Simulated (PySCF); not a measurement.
## Correlation energy of Nd (neodymium, neutral)

[Xe] 4f5 6s1, 6s spin antiparallel (an excited configuration). All numbers are calculated (PySCF 2.14, scalar relativity by spin-free X2C-1e, in x2c-TZVPPall). Frozen: [Kr] 4d10; 14 electrons correlated.

MP2 pair energies summed by pair of shells (mhartree):

| pair | energy | share (%) |
| --- | --- | --- |
| 4f-5p | -141.88 | 32.7 |
| 5p-5p | -119.12 | 27.5 |
| 4f-4f | -83.97 | 19.4 |
| 5s-5p | -35.16 | 8.1 |
| 4f-5s | -29.10 | 6.7 |
| 5p-6s | -11.55 | 2.7 |
| 5s-5s | -6.26 | 1.4 |
| 4f-6s | -6.25 | 1.4 |
| 5s-6s | -0.54 | 0.1 |

Total MP2 correlation energy: -433.82 mhartree.

Same-spin part -192.83 and opposite-spin part -240.99 mhartree; SCS-MP2 scales them by 1/3 and 6/5 to -353.47 mhartree.

The reference is one real determinant that mixes LS terms of this configuration.
